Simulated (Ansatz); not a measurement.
Wavefunction ladder for C$_{4}$H$_{4}$F$_{4}$, SMILES `C/C(F)=C\C(F)(F)F`

```xyz
12

C    -1.174   -0.884    0.647
C    -0.537   -0.550   -0.643
F    -1.109   -1.189   -1.670
C     0.478    0.260   -0.908
C     1.204    1.030    0.137
F     2.175    1.762   -0.419
F     0.409    1.879    0.814
F     1.782    0.245    1.064
H    -1.109   -1.962    0.818
H    -0.704   -0.361    1.476
H    -2.234   -0.619    0.610
H     0.820    0.389   -1.926
```

Charge 0, multiplicity 1. The geometry is a stationary point of PBE0-D4/def2-TZVP. Frozen core, restricted reference, Ansatz 0.2.0.

```csv
basis,HF (Eh),MP2 corr.,CCSD corr.,(T),CCSD(T) total
def2-SVP,-551.11262,?,-1.30133,?,?
def2-TZVPP,?,-1.63145,–,–,–
def2-QZVPP,?,-1.77004,–,–,–
```

**Question.** Fill in the withheld values. (Best estimate.)

**Answer.** Computed: def2-SVP MP2 corr.: -1.25984; def2-SVP (T): -0.03235; def2-SVP CCSD(T) total: -552.44630; def2-TZVPP HF (Eh): -551.78518; def2-QZVPP HF (Eh): -551.80883.
